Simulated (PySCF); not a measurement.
**How methods differ on the excitation energy of Sr+**

Sr+ [Kr] 5s1 (2S) → Sr+ [Kr] 5p1 (2P), as a difference of total energies. All numbers are calculated (PySCF 2.14, the spin-free X2C one-electron Hamiltonian (Gaussian nucleus), in x2c-TZVPPall with one added diffuse shell each of s, p, d, f type (9s7p7d3f1g, 95 functions)). Correlated levels: valence and next inner shell: [Ar] 3d10 frozen. The calculations carry no spin-orbit coupling.

```csv
method,excitation energy (eV),error (eV)
UHF,2.759,-0.248
MP2 (valence and next inner shell),3.002,-0.005
SCS-MP2 (valence and next inner shell),2.954,-0.053
CCSD (valence and next inner shell),2.975,-0.032
CCSD(T) (valence and next inner shell),2.992,-0.015
```

Reference: 3.007 eV (measured; NIST levels, between the centres of gravity of the two terms).

Errors of the correlated levels include the incompleteness of this basis and the frozen core.
